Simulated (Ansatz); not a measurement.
H4InNS2 (`[NH2][In]([SH])[SH]`), 8 atoms. The species carries charge 0 and has multiplicity 1. Correlated methods include outer-core shells of In, which these sets cover unevenly. In: def2 effective core potential. All runs use 4 threads of an AMD EPYC 7R43 on a shared host. Correlated methods freeze the cores.

(1) How many basis functions does each run have, and how long does it take in Ansatz? RHF-CCSD(T)/def2-SVP energy; direct RPA on PBE orbitals/def2-TZVPP energy; RHF-CCSD(T)/def2-TZVPP energy; RKS revPBE-D4/def2-TZVPP energy; RKS ωB97M-V/def2-QZVPP energy; RKS PBE0-D4/def2-QZVPP energy; RKS PBE0-D4/def2-TZVP frequencies; RHF-MP2/def2-QZVPP energy; RKS ωB97M-V/def2-TZVPP energy and forces; RKS B2PLYP (frozen core)/def2-TZVPP energy; RKS PBE-QIDH (frozen core)/def2-TZVPP energy; RKS PBE0-D4/def2-SVP energy. (Best estimate.)

Results:

(1) Ansatz gave: Other jobs shared the machine, so times are rough.

```csv
level,job,functions,wall time,peak host memory (GiB)
RKS PBE0-D4/def2-SVP,energy,96,1.3 s,0.41
RKS revPBE-D4/def2-TZVPP,energy,221,1.6 s,0.31
RHF-CCSD(T)/def2-SVP,energy,96,3.9 s,0.41
RKS PBE-QIDH (frozen core)/def2-TZVPP,energy,221,4.8 s,0.56
RKS B2PLYP (frozen core)/def2-TZVPP,energy,221,4.8 s,0.56
direct RPA on PBE orbitals/def2-TZVPP,energy,221,5.5 s,0.5
RKS PBE0-D4/def2-QZVPP,energy,399,7 s,1.4
RKS ωB97M-V/def2-TZVPP,energy and forces,221,9 s,0.82
RHF-MP2/def2-QZVPP,energy,399,12 s,1.8
RKS ωB97M-V/def2-QZVPP,energy,399,15 s,1.7
RHF-CCSD(T)/def2-TZVPP,energy,221,85 s,3.5
RKS PBE0-D4/def2-TZVP,frequencies,179,120 s,0.54
```
